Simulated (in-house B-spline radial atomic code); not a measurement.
Au⁹⁺: [Kr] 4d10 4f14 5s2 (5p1/2)2 (5p3/2)3 5d3 (with a hole in an inner shell)

Level of theory: Dirac-Hartree-Fock, average of the jj configuration, Fermi nucleus of rms radius 5.4371 fm; calculated with a B-spline radial code for spherical atoms.

Screening seen three ways: the hydrogenic charge with the same mean radius, Z_r = [3n² - l(l+1)]/(2<r>), the one with the same energy, Z_e = n√(-2ε), and Slater's rules. Values are occupation-weighted means over j. An effective charge above Z reflects the relativistic contraction of the inner shells.

```
shell  electrons   ε (eV)  <r> (bohr)    Z_r    Z_e  Slater
   1s          2   -81414     0.01687  88.93  77.36   78.70
   2s          2   -14639     0.07042  85.20  65.60   74.85
   2p          6   -12790     0.06373  78.46  61.32   74.85
   3s          2  -3641.2      0.1829  73.80  49.08   67.75
   3p          6  -3088.3      0.1838  68.00  45.20   67.75
   3d         10  -2442.3      0.1678  62.59  40.19   57.85
   4s          2  -947.21      0.4067  59.01  33.38   51.25
   4p          6  -760.69      0.4313  53.33  29.91   51.25
   4d         10  -519.82      0.4571  45.94  24.72   39.85
   5s          2  -271.88      0.9051  41.43  22.35   21.70
   4f         14  -256.67      0.4894  36.78  17.37   28.45
   5p          5  -217.59      0.9998  36.51  20.00   21.70
   5d          3   -147.7       1.207  28.58  16.47   11.30
```

The least bound orbital is 5d5/2 at -146.3 eV, and it is also the most diffuse (<r> = 1.218 bohr).

For the 1s electron the small component carries 9 % of the norm, the zero-frequency Breit interaction raises the level by 302.8 eV, self-energy by 193.7 eV, and vacuum polarisation lowers it by 39.49 eV.
